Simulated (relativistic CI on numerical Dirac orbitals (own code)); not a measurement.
d5 in a ligand field

Computed with a parametric ligand-field model of a d^n configuration (Racah B and C, spin-orbit zeta, crystal field), exact diagonalisation.

Field parameters in Wybourne normalisation: D3d B²₀ = −7Dσ, B⁴₀ = −14Dq − 21Dτ, B⁴₃ = −14√(10/7) Dq; D4h B²₀ = −7Ds, B⁴₀ = 21(Dq − Dt), B⁴₄ = 21√(5/14) Dq; Oh B⁴₀ = 21Dq, B⁴₄ = √(5/14) B⁴₀. The field is a parameter set, without covalency.

(1) Ground term and bands for B = 310, C = 1150, ζ = 0 cm⁻¹, Oh, 10Dq = 3250 cm⁻¹?

(2) Ground term and bands for B = 880, C = 4280, ζ = 0 cm⁻¹, D4h, 10Dq = 13800, Ds = 3000, Dt = 830 cm⁻¹?

(3) Ground term and bands for B = 840, C = 3950, ζ = 0 cm⁻¹, Oh, 10Dq = 5000 cm⁻¹?

(4) Ground term and bands for B = 790, C = 3490, ζ = 0 cm⁻¹, D3d, 10Dq = 31400, Dσ = 1200, Dτ = -320 cm⁻¹?

(5) Ground term and bands for B = 1030, C = 4670, ζ = 0 cm⁻¹, Oh, 10Dq = 3250 cm⁻¹?

## Answers

(1) Ground term 6A1 with 2.00 electrons in the two orbitals of the cubic e set. Spin-allowed: none. Lowest spin-forbidden: 4T1 6393 cm⁻¹ (1564 nm), 4T2 7939 cm⁻¹ (1260 nm), 2T2 8238 cm⁻¹ (1214 nm). A high-spin d5 ion has no spin-allowed d-d band, hence its pale colour.

(2) Ground term 6A1 with 2.00 electrons in the two orbitals of the cubic e set. Spin-allowed: none. Lowest spin-forbidden: 4E 18996 cm⁻¹ (526 nm), 4A2 19660 cm⁻¹ (509 nm), 4B1 22909 cm⁻¹ (437 nm). A high-spin d5 ion has no spin-allowed d-d band, hence its pale colour.

(3) Ground term 6A1 with 2.00 electrons in the two orbitals of the cubic e set. Spin-allowed: none. Lowest spin-forbidden: 4T1 25437 cm⁻¹ (393 nm), 4T2 27498 cm⁻¹ (364 nm), 4A1+E 28150 cm⁻¹ (355 nm). A high-spin d5 ion has no spin-allowed d-d band, hence its pale colour.

(4) Ground term 2A1 with 0.08 electrons in the two orbitals of the cubic e set. Spin-allowed: 2E 425 cm⁻¹, 2A2 26399 cm⁻¹ (379 nm), 2E 26634 cm⁻¹ (375 nm), 2A2 26923 cm⁻¹ (371 nm). Lowest spin-forbidden: 4E 14274 cm⁻¹ (701 nm), 4A2 14386 cm⁻¹ (695 nm), 6A1 16366 cm⁻¹ (611 nm).

(5) Ground term 6A1 with 2.00 electrons in the two orbitals of the cubic e set. Spin-allowed: none. Lowest spin-forbidden: 4T1 32427 cm⁻¹ (308 nm), 4T2 33435 cm⁻¹ (299 nm), 4A1+E 33650 cm⁻¹ (297 nm). A high-spin d5 ion has no spin-allowed d-d band, hence its pale colour.
